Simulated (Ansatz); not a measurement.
Ansatz (a program for electronic structure) input (RI-MP2/def2-QZVPPD):
A basis named .json is the Basis Set Exchange file of that set.

Ansatz 0.2 input:
```yaml
crystal:
  periodic: [false, false, false]
  atoms:
    - {symbol: Cd, position_ang: [0.00000000, 0.00000000, 0.00000000]}
    - {symbol: I, position_ang: [0.00000000, 0.00000000, 2.63761827]}
    - {symbol: I, position_ang: [-0.00000000, -0.00000000, -2.63761827]}
basis:
  gaussian:
    orbitals: def2-QZVPPD.json
    fitting: {mean_field: def2-universal-jkfit, correlation: def2-QZVPPD-RIFIT.json}
total_charge: 1
magnetization: {spin_polarized: true, initial_magnetization: 1}
correlation: {method: mp2, electrons: outside_noble_gas}
```

Output:

```
Functional definition: HF
integrals: 0.47 GiB planned
691 factors; integrals over basis functions are off by at most 9.6e-1 eV
836 factors; integrals over basis functions are off by at most 9.0e-1 eV
mean field: 1.35 GiB planned
mean field evaluation 1: about -20678.9266 eV, gradient 1.2e1 eV
mean field evaluation 2: about -20679.7682 eV, gradient 9.1e0 eV
mean field evaluation 4: about -20680.0498 eV, gradient 7.4e-1 eV
mean field evaluation 8: about -20680.0623 eV, gradient 5.6e-2 eV
mean field evaluation 16: about -20680.0624 eV, gradient 9.8e-5 eV
mean field evaluation 32: about -20680.0520 eV, gradient 6.3e-1 eV
mean field evaluation 64: about -20678.9653 eV, gradient 1.2e1 eV
mean field evaluation 96: about -20680.6203 eV, gradient 5.6e-1 eV
mean field -20680.62393553 eV, -759.9989118003 hartree, gradient 1.7e-6 eV, S^2 0.761508; 17 other end points of the search recorded, 0 dependent functions left out
22 core orbitals not correlated
reference -20680.62393553 eV, -759.9989118003 hartree; 13, 12 occupied and 235, 236 virtual orbitals, 836 factors
second order -20.31127989 eV of doubles, -0.00000000 eV of singles
Total energy: -20700.93521542 eV, -760.7453375690 hartree
```

The spin state was set by rule; other spins were not relaxed.
